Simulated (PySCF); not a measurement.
**Vanadium: a sound run and one with changed settings**

Sound run: V²⁺ [Ar] 3d3, V³⁺ [Ar] 3d2. Calculation: PySCF 2.14, in cc-pVDZ-DK; scalar relativity by spin-free X2C-1e. In the sound run the correlated levels freeze [Ar]. The sound run starts from symmetry-adapted Hartree-Fock orbitals and uses a fine grid where one is needed.

Changed run: initial guess sap, at most 50 SCF cycles.

```csv
species,method,sound run (hartree),changed run (hartree),converged
V²⁺,UHF,-947.42831,-947.42831,yes
V²⁺,BP86,-948.50067,-948.50067,yes
V²⁺,PBE,-948.14379,-948.14379,yes
V²⁺,MP2,-947.44088,-947.44088,yes
V³⁺,UHF,-946.38225,-946.32290,yes
V³⁺,BP86,-947.39171,-947.39171,yes
V³⁺,PBE,-947.03476,-947.03476,yes
V³⁺,MP2,-946.38440,-946.32811,yes
```

Ionisation energy of V²⁺:

```tsv
method	sound run (eV)	changed run (eV)
UHF	28.465	30.080
BP86	30.176	30.176
PBE	30.178	30.178
MP2	28.748	30.280
SCS-MP2	28.559	30.147
```

The plain start fixes occupations by D2h representation alone, and V³⁺ at UHF landed in another state (other ⟨L²⟩ or ⟨S²⟩). 

For comparison, NIST gives 29.311 eV between the lowest levels.
